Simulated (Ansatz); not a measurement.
Relaxation of C$_{3}$H$_{6}$OSi (11 atoms, charge 0, multiplicity 1), to a largest force component of 0.015 eV/Å in at most 40 steps.

Method: Ansatz 0.2.0, RKS r2SCAN-D4/def2-SVP.

```xyz
11
Properties=species:S:1:pos:R:3
C -1.471 0.847 2.062
C -0.733 0.238 1.421
Si 0.474 -0.778 0.424
C 0.834 -0.026 -1.278
O 1.789 -0.837 -2.102
H -2.220 1.480 2.612
H 1.833 -0.812 1.163
H 0.054 -2.161 0.319
H -0.092 0.018 -1.829
H 1.296 0.899 -1.145
H 1.369 -1.743 -2.223
```

Q: Where does it end, and by what steps?

A: The run converged. After 6 steps the energy has fallen by 0.677 eV; O5 moved furthest, 0.11 Å.

| step | energy less start (eV) | largest force component (eV/Å) | accepted |
| --- | --- | --- | --- |
| 0 | 0.0000 | 6.852 | yes |
| 1 | -0.6122 | 1.442 | yes |
| 2 | -0.6630 | 0.461 | yes |
| 3 | -0.6729 | 0.133 | yes |
| 4 | -0.6761 | 0.090 | yes |
| 5 | -0.6765 | 0.020 | yes |
| 6 | -0.6766 | 0.007 | yes |

```xyz
11
Properties=species:S:1:pos:R:3
C -1.494 0.862 2.002
C -0.669 0.182 1.410
Si 0.566 -0.785 0.460
C 0.833 -0.053 -1.274
O 1.731 -0.870 -2.017
H -2.219 1.455 2.531
H 1.859 -0.821 1.201
H 0.074 -2.188 0.290
H -0.133 0.110 -1.797
H 1.301 0.942 -1.186
H 1.284 -1.708 -2.195
```

The run took 20 s on 2 threads of Arm Neoverse V2 (shared host), peak memory 0.16 GiB.
